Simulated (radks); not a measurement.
Question: All-electron atom: Tm V in [Xe] 4f11. Method: Dirac Kohn-Sham, BLYP, spin-unpolarised, spherical densities, finite nucleus; open shells fill j = l - 1/2 first; Fermi nuclear charge, rms radius 5.2256 fm; computed with a radial shooting solver on a logarithmic mesh with Libxc functionals.

Spin-orbit splittings of the eigenvalues, e(l+1/2) - e(l-1/2), with zeta = 2 splitting/(2l+1) and mean radii in bohr:

shell  occ.  splitting (eV)  zeta (eV)  <r> j=l-1/2  <r> j=l+1/2
2p        6               ?          ?      0.07007      0.07746
3p        6           206.9      138.0       0.2103       0.2242
3d       10           45.22      18.09       0.1973       0.2016
4p        6           47.05      31.37       0.5049       0.5364
4d       10           8.615      3.446       0.5615       0.5725
4f       11           1.349     0.3853       0.7074       0.7177
5p        6           6.838      4.558        1.303        1.392

Estimate the 2p splitting.

Answer: 980.4 eV (zeta = 653.6 eV).
